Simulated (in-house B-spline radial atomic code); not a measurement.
Radial electron density of Hg III (Hg2+), [Xe] (4f5/2)4 (4f7/2)8 5d10 6s2. Method: Dirac-Kohn-Sham LDA VWN5, spherical fractional occupations, Fermi nucleus of rms radius 5.4648 fm. Calculated with a radial B-spline atomic code at the basis-set limit.

Columns: r (bohr), 4πr²n(r) (electrons per bohr), bar.

```
0.000484    3.728 #
0.000603    5.249 ##
0.000751    7.344 ##
0.000936    10.22 ###
 0.00117    14.16 ####
 0.00145     19.2 ######
 0.00181       26 ########
 0.00226    34.71 ##########
 0.00281    45.29 #############
 0.00351    58.11 #################
 0.00437    72.31 #####################
 0.00544    87.07 ##########################
 0.00678    100.8 ##############################
 0.00845    111.2 #################################
  0.0105    116.2 ##################################
  0.0131      115 ##################################
  0.0164    108.9 ################################
  0.0204    103.5 ###############################
  0.0254    105.3 ###############################
  0.0317    118.3 ###################################
  0.0395    137.3 #########################################
  0.0492    149.2 ############################################
  0.0613    142.9 ##########################################
  0.0764    125.1 #####################################
  0.0951    118.5 ###################################
   0.119    132.1 #######################################
   0.148    139.1 #########################################
   0.184    115.2 ##################################
   0.229    82.51 ########################
   0.286    79.04 #######################
   0.356    90.09 ###########################
   0.444    77.38 #######################
   0.553    47.88 ##############
    0.69    29.66 #########
   0.859     24.6 #######
    1.07    19.89 ######
    1.33    12.96 ####
    1.66    7.033 ##
    2.07    3.423 #
    2.58    1.436 
    3.22   0.4541 
    4.01  0.09563 
       5   0.0114 
    6.23 0.0006763 
    7.76 1.694e-05
```

On this grid the curve has 4 maxima, near 0.0105, 0.0492, 0.148, 0.356 bohr.

The 6s1/2 radial function P(r) = rR(r), positive near the nucleus, with its small component Q(r) (sign convention: Q ≈ (P' + κP/r)/2c):

```json
{"r (bohr)": "0.00025", "P": "0.01144", "Q": "-0.003381"}
{"r (bohr)": "0.000388", "P": "0.01624", "Q": "-0.005057"}
{"r (bohr)": "0.000603", "P": "0.02284", "Q": "-0.007323"}
{"r (bohr)": "0.000936", "P": "0.03169", "Q": "-0.01038"}
{"r (bohr)": "0.00145", "P": "0.04308", "Q": "-0.01441"}
{"r (bohr)": "0.00226", "P": "0.05709", "Q": "-0.01967"}
{"r (bohr)": "0.00351", "P": "0.07191", "Q": "-0.02594"}
{"r (bohr)": "0.00544", "P": "0.08329", "Q": "-0.03253"}
{"r (bohr)": "0.00845", "P": "0.08246", "Q": "-0.0377"}
{"r (bohr)": "0.0131", "P": "0.05578", "Q": "-0.03803"}
{"r (bohr)": "0.0204", "P": "-0.00877", "Q": "-0.02904"}
{"r (bohr)": "0.0317", "P": "-0.09511", "Q": "-0.008908"}
{"r (bohr)": "0.0492", "P": "-0.1283", "Q": "0.01438"}
{"r (bohr)": "0.0764", "P": "-0.01003", "Q": "0.02119"}
{"r (bohr)": "0.119", "P": "0.1739", "Q": "0.001392"}
{"r (bohr)": "0.184", "P": "0.06802", "Q": "-0.01529"}
{"r (bohr)": "0.286", "P": "-0.2494", "Q": "-0.001116"}
{"r (bohr)": "0.444", "P": "-0.02145", "Q": "0.0103"}
{"r (bohr)": "0.69", "P": "0.4015", "Q": "-0.001481"}
{"r (bohr)": "1.07", "P": "-0.04987", "Q": "-0.006082"}
{"r (bohr)": "1.66", "P": "-0.7251", "Q": "-0.0001514"}
{"r (bohr)": "2.58", "P": "-0.6495", "Q": "0.00223"}
{"r (bohr)": "4.01", "P": "-0.2047", "Q": "0.0009141"}
{"r (bohr)": "6.23", "P": "-0.01815", "Q": "8.811e-05"}
```
